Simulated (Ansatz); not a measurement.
`C[Se][AlH2]` + `[BH2][AlH2]` → `C[Se][BH][AlH2]` + `[AlH3]`  (formal exchange of groups at the Se–Al bond)

Gas-phase electronic energies from Ansatz, PBE0-D4/def2-TZVP geometries. CBS: MP2 limit from def2 TZ/QZ plus the TZ coupled-cluster correction, frozen cores. This one scheme is used for every species. Functionals use def2-TZVPP. For Se outer-core shells are correlated without core-valence functions, which leaves a few kJ/mol of doubt a bond. Scalar relativity is left out up to krypton. One conformer a species, not always the lowest.

```csv
level,ΔE (kJ/mol)
PBE0-D4,8.6
PBE0,11.4
CCSD(T)/def2-TZVPP,8.3
MP2/def2-QZVPP,9.1
```

**Question.** What does CCSD(T)/CBS give? (Best estimate.)

**Answer.** The calculation gave: +11.1 kJ/mol. The listed levels differ from it by -2.5, 0.3, -2.8, -2.0 kJ/mol.

Largest T1 diagnostic among the species: 0.014.

From PBE to PBE0 (25 % exact exchange), in def2-TZVPP and without D4, ΔE moves by +6.1 kJ/mol. In def2-TZVPP, CCSD(T) changes the Hartree–Fock value by −26.7 kJ/mol (the triples alone add −5.3 kJ/mol) and MP2 by −27.6 kJ/mol.
